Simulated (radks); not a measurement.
Question: All-electron atom: In9+ in [Kr] 4d4 (the NIST ground configuration). All-electron calculation, scalar-relativistic Kohn-Sham, LB94 model potential, spin-polarised, spherical densities, finite nucleus; open shells are filled with parallel spins first (spin-orbit coupling, left out, can overturn this in heavy ions); Fermi nuclear charge, rms radius 4.6156 fm. Program: a radial shooting solver on a logarithmic mesh with Libxc functionals. Some entries of the table are withheld. Estimate them.

orbital,occ.,eigenvalue (hartree),<r^2> (bohr^2)
1s down,1,-1031.608,0.001191
1s up,1,-1031.606,0.001191
2s up,1,-160.6834,0.01937
2s down,1,-160.6738,0.01937
2p up,3,-145.0962,0.01526
2p down,3,-145.0922,0.01526
3s up,1,-35.99147,0.1380
3s down,1,-35.97808,0.1383
3p up,3,-30.86832,0.1385
3p down,3,-30.85320,0.1388
3d up,5,-22.91248,0.1227
3d down,5,-22.88676,0.1231
4s up,1,(1),0.7493
4s down,1,(2),0.7443
4p up,3,-8.98620,0.8507
4p down,3,-8.91955,0.8457
4d up,4,(3),1.079
4d down,0,(4),1.075

Answer: 
(1) 4s up eigenvalue (hartree): -10.58901
(2) 4s down eigenvalue (hartree): -10.53066
(3) 4d up eigenvalue (hartree): -6.58159
(4) 4d down eigenvalue (hartree): -6.50926
